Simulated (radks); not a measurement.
Task: These are the eigenvalues of the occupied orbitals of an atom or ion with whole-number occupations (hartree). Calculated with a radial shooting solver on a logarithmic mesh with Libxc functionals: Dirac Kohn-Sham, PBE, spin-unpolarised, spherical densities, finite nucleus; Fermi nuclear charge, rms radius of each element as measured or else 0.836 A^(1/3) + 0.57 fm.

orbital  eigenvalue
1s1/2     -646.3364
2s1/2     -134.5035
2p1/2     -128.5363
2p3/2     -125.8382

Which element is it, and in what charge state? The configuration may be excited. Open shells, if any, fill j = l - 1/2 first.

Result: Z = 38, strontium, charge +29: Sr29+ in [He] 2s2 2p5. The list shows which subshells hold electrons but not how many an open one holds; the 1s level, -646.34 hartree, gives Z - s = 36.0 by -(Z - s)^2/2, which with screening and relativity narrows Z to a few neighbours, and the depths of the outer levels then fix element, charge and occupations together.
